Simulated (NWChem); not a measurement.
System: C2H8OSn; SMILES [O]([SnH3])CC

NWChem input:

```
start job
memory heap 200 mb stack 900 mb global 1100 mb
geometry units angstroms
  Sn     0.782960     0.159156     0.168070
  O     -1.154070    -0.053477     0.079780
  C     -1.911660    -0.667925    -0.928139
  C     -3.377132    -0.588644    -0.535713
  H      1.522409    -1.344377     0.158477
  H      1.319779     1.055228    -1.137924
  H      0.852973     0.945841     1.612240
  H     -1.753563    -0.160443    -1.892025
  H     -1.622276    -1.715186    -1.052066
  H     -3.665766     0.463548    -0.428848
  H     -3.992775    -1.058941    -1.297486
  H     -3.535132    -1.083456     0.406930
end
basis spherical
  * library def2-svp
end
ecp
  Sn library def2-ecp
end
dft
  xc pbe0
  iterations 150
end
driver
  maxiter 120
end
task dft optimize
```

Parts of the log:

```
             Northwest Computational Chemistry Package (NWChem) 7.3.0
             --------------------------------------------------------

 C1  symmetry detected

                             Geometry "geometry" -> ""
                             -------------------------

 Output coordinates in angstroms (scale by  1.889725989 to convert to a.u.)

  No.       Tag          Charge          X              Y              Z
 ---- ---------------- ---------- -------------- -------------- --------------
    1 Sn                  50.0000     0.00598099     0.98868349    -0.00040632
    2 O                    8.0000     0.37160737    -0.92740662     0.00261832
    3 C                    6.0000    -0.55094815    -1.98394824     0.00173793
    4 C                    6.0000     0.22375105    -3.29073733    -0.00419822
    5 H                    1.0000    -0.86833058     1.39992476    -1.36932861
    6 H                    1.0000    -0.86345623     1.40688158     1.36558391
    7 H                    1.0000     1.56688356     1.51115080    -0.00403349
    8 H                    1.0000    -1.19465639    -1.93364569     0.89320763
    9 H                    1.0000    -1.19781468    -1.93815343    -0.87878642
   10 H                    1.0000     0.85800447    -3.33840020     0.88871196
   11 H                    1.0000    -0.46421761    -4.13168098    -0.00676222
   12 H                    1.0000     0.85486178    -3.34288501    -0.87446174

 Effective nuclear repulsion energy (a.u.)     364.1826843483

                                Z-matrix (autoz)
                                --------

 Units are Angstrom for bonds and degrees for angles

      Type          Name      I     J     K     L     M      Value
      ----------- --------  ----- ----- ----- ----- ----- ----------
    1 Stretch                  1     2                       1.95066
    2 Stretch                  1     5                       1.67556
    3 Stretch                  1     6                       1.67235
    4 Stretch                  1     7                       1.64603
    5 Stretch                  2     3                       1.40264
    6 Stretch                  3     4                       1.51917
    7 Stretch                  3     8                       1.10073
    8 Stretch                  3     9                       1.09355
    9 Stretch                  4    10                       1.09628
   10 Stretch                  4    11                       1.08651
   11 Stretch                  4    12                       1.07628
   12 Bend                     1     2     3               128.06967
   13 Bend                     2     1     5               109.88647
   14 Bend                     2     1     6               109.98747
   15 Bend                     2     1     7                97.70341
   16 Bend                     2     3     4               108.21246
   17 Bend                     2     3     8               110.46953
   18 Bend                     2     3     9               110.97905
   19 Bend                     3     4    10               109.22298
   20 Bend                     3     4    11               110.05346
   21 Bend                     3     4    12               110.11230
   22 Bend                     4     3     8               109.91907
   23 Bend                     4     3     9               109.54361
   24 Bend                     5     1     6               109.55276
   25 Bend                     5     1     7               114.52653
   26 Bend                     6     1     7               114.54645
   27 Bend                     8     3     9               107.71485
   28 Bend                    10     4    11               109.54853
   29 Bend                    10     4    12               108.49525
   30 Bend                    11     4    12               109.38317
   31 Torsion                  1     2     3     4         179.63513
   32 Torsion                  1     2     3     8         -59.99034
   33 Torsion                  1     2     3     9          59.41451
   34 Torsion                  2     3     4    10          59.79896
   35 Torsion                  2     3     4    11        -179.90198
   36 Torsion                  2     3     4    12         -59.24368
   37 Torsion                  3     2     1     5         -60.13996
   38 Torsion                  3     2     1     6          60.54230
   39 Torsion                  3     2     1     7        -179.76934
   40 Torsion                  8     3     4    10         -60.91866
   41 Torsion                  8     3     4    11          59.38039
   42 Torsion                  8     3     4    12        -179.96131
   43 Torsion                  9     3     4    10        -179.08681
   44 Torsion                  9     3     4    11         -58.78775
   45 Torsion                  9     3     4    12          61.87055

                           NWChem Geometry Optimization
                           ----------------------------

 maximum gradient threshold         (gmax) =   0.000450
 rms gradient threshold             (grms) =   0.000300
 maximum cartesian step threshold   (xmax) =   0.001800
 rms cartesian step threshold       (xrms) =   0.001200
 fixed trust radius                (trust) =   0.300000
 source of zmatrix                         =   autoz

          -------------------
          Energy Minimization
          -------------------

[...]

      ----------------------
      Optimization converged
      ----------------------

  Step       Energy      Delta E   Gmax     Grms     Xrms     Xmax
  ---- ---------------- -------- -------- -------- -------- --------
@    7    -370.22186781 -2.5D-07  0.00002  0.00001  0.00016  0.00033
                                     ok       ok       ok       ok

                                Z-matrix (autoz)
                                --------

 Units are Angstrom for bonds and degrees for angles

[...]
```

Level: PBE0/def2-SVP with def2 effective core potentials on Sn. No frequency run checked for a minimum. def2 effective core potentials on Sn; no spin-orbit coupling.
